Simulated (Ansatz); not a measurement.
As2, closed-shell singlet (the spin of the measured ground state), most abundant isotopes (74.9216 and 74.9216 u). Constants from fifth-degree fits in 1/R to seven points on the lowest solution found; no spin–orbit coupling, no relativity up to Kr; ω_e x_e and α_e move by some per cent with the fit.

Correlated levels freeze the inner cores; with def2 sets outer-core shells near the valence are correlated too.

Codes used: Ansatz (a first-principles code). Each number belongs to the level named beside it.

Total energies (hartree; each atom in its lowest state at that level) and vibrational constants (cm⁻¹):

```json
[
 {"level": "PBE/def2-TZVPP", "E(As2) at r_e": "-4471.097734", "E(As)": "-2235.470241", "ω_e": "436", "ω_e x_e": "0.86"},
 {"level": "B3LYP/def2-TZVPP", "E(As2) at r_e": "-4471.846053", "E(As)": "-2235.848740", "ω_e": "450", "ω_e x_e": "0.85"},
 {"level": "wB97M-V/def2-TZVPP", "E(As2) at r_e": "-4471.511318", "E(As)": "-2235.687098", "ω_e": "490", "ω_e x_e": "0.76"},
 {"level": "CCSD(T)/def2-QZVPP", "E(As2) at r_e": "-4469.558004", "E(As)": "-2234.707706", "ω_e": "441", "ω_e x_e": "1.0"}
]
```

Problem. Work out D_e and D₀ in eV.

Solution. 
D_e = E(As) + E(As) − E(molecule), times 27.2114 eV; D₀ = D_e − (ω_e/2 − ω_e x_e/4)/8065.54.
- PBE/def2-TZVPP: D_e = 4.279, zero point 0.027, D₀ = 4.252 eV
- B3LYP/def2-TZVPP: D_e = 4.043, zero point 0.028, D₀ = 4.015 eV
- wB97M-V/def2-TZVPP: D_e = 3.731, zero point 0.030, D₀ = 3.701 eV
- CCSD(T)/def2-QZVPP: D_e = 3.880, zero point 0.027, D₀ = 3.853 eV
No counterpoise correction is made.

Doubts at one or more of the structures used: a restricted determinant that unrestricted orbitals would lower (CCSD(T)/def2-QZVPP).
